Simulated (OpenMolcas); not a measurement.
Si: thermal populations, the spin-orbit constant, worked from levels

```
Program             : OpenMolcas
Basis               : ANO-R1 [4s3p1d]
Scalar Hamiltonian  : X2C, finite nucleus
Active space        : 2 electrons in 3 orbitals (3p)
State averaging     : 2S+1 = 3 even, 3 roots; 2S+1 = 1 even, 6 roots
Spin-orbit coupling : RASSI with atomic mean-field integrals over the reference wave functions, term energies averaged over their components
```

Methods: CASSCF; SS-CASPT2, IPEA 0.25 Eh, imaginary shift 0.1 Eh (closed shells correlated: 2s 2p 3s). Measured levels: NIST Handbook of Basic Atomic Spectroscopic Data.

**Thermal populations.** Z = Σ (2J + 1) exp(-E/kT) with k = 0.695035 cm-1/K, over the levels below. No other level of either list lies under 33300 cm-1, which is above 7 kT at each temperature.

```tsv
Level	2J + 1	SS-CASPT2	measured
3s2 3p2 3P0	1	0.0	0.0
3s2 3p2 3P1	3	64.6	77.1
3s2 3p2 3P2	5	190	223
3s2 3p2 1D2	5	7990	6299
3s2 3p2 1S0	1	18760	15394
```

```json
{"T (K)": "2000", "Z, SS-CASPT2": "8.241", "Z, measured levels": "8.151", "Ground level (%), SS-CASPT2": "12.1", "Ground level (%), measured levels": "12.3"}
{"T (K)": "3000", "Z, SS-CASPT2": "8.581", "Z, measured levels": "8.628", "Ground level (%), SS-CASPT2": "11.7", "Ground level (%), measured levels": "11.6"}
{"T (K)": "5000", "Z, SS-CASPT2": "9.185", "Z, measured levels": "9.451", "Ground level (%), SS-CASPT2": "10.9", "Ground level (%), measured levels": "10.6"}
```

At 5000 K, kT = 3475 cm-1, and the computed levels give Z = 1.000 + 2.945 + 4.734 + 0.502 + 0.005 = 9.185.

**The spin-orbit constant.** For the Hund term 3P of p2, E(J) = (A/2) J(J+1) + constant and ζ = 2S·A = 2A. From J = 0 to J = 2 the energy changes by 3 A.

| Source | E(2) - E(0) | A | ζ |
| --- | --- | --- | --- |
| CASSCF | 189.4 | 63.1 | 126 |
| SS-CASPT2 | 189.6 | 63.2 | 126 |
| measured | 223.2 | 74.4 | 149 |

All in cm-1. SS-CASPT2 is off by -15.1 % and CASSCF by -15.1 %. Both methods take the spin-orbit matrix elements from the reference wave functions, so the second can move ζ only through the term energies and any multistate remixing. Second-order mixing with other terms is absorbed into this ζ.

CASPT2 does not keep the components of a term degenerate, so their means are used; among the terms shown or strongly mixed into the levels shown the widest spread is 120 cm-1 (3s2 3p2 1D, SS-CASPT2). With the s shell closed, the reference lacks s² → p² mixing. Without dynamic correlation excited terms often stand tens of per cent too high (terms of higher spin than the ground term too low), and those without a measured partner can miss by more than the paired ones (holds for CASSCF). Some terms miss by over 15 % even with CASPT2, which points to a basis or an active space too small for the shells correlated (holds for SS-CASPT2). Measured partners are found by configuration, term and J. A level has none where our copy of the source lacks it or the pairing is in doubt (some pairs that miss far off the trend of their configuration count as doubtful), and it then counts in no deviation. Levels of configurations outside the active space are missing.
